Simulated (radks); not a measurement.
Values are calculated unless marked as measured or tabulated.
The nitrogen anion N- inside a hard spherical wall (all orbitals vanish at R), configuration held at [He] 2s2 2p4 and not refilled when levels cross. Code: a radial shooting solver on a logarithmic mesh with Libxc functionals. Model: scalar-relativistic Kohn-Sham, LDA (Slater exchange, VWN5 correlation), spin-polarised, spherical densities, point nucleus; open shells are filled with parallel spins first. Eigenvalues in eV for spin up, with the zero of energy where the potential of the charges vanishes at infinity; a dash marks a level that is unbound or too diffuse for the functional's potential to be trusted. A positive occupied level is held by the wall or, in an anion where self-interaction has pushed it up, behind a barrier. The pressure on the wall is -dE/dV.

R (bohr),E (hartree),kinetic (hartree),e(1s),e(2s),e(2p),"e(3s, empty)","e(3p, empty)",pressure (GPa)
15,-54.18113,53.954,-372.16,-10.927,0.031,2.599,3.042,0.0115
12,-54.17775,53.946,-371.42,-10.162,0.745,3.572,4.353,0.0195
10,-54.17487,53.945,-370.95,-9.690,1.179,4.535,5.728,0.0431
8,-54.16895,53.957,-370.31,-9.115,1.717,6.215,8.097,0.177
7,-54.16204,53.978,-369.77,-8.673,2.144,7.721,10.119,0.465
5,-54.10761,54.171,-367.04,-6.737,4.168,15.062,18.961,6.00
4,-53.98214,54.617,-362.95,-4.108,7.117,25.612,30.238,32.9
2.5,-52.64307,58.587,-340.07,11.535,24.517,87.198,87.781,934
1.5,-44.22877,76.695,-277.99,78.759,87.327,324.18,281.71,22800
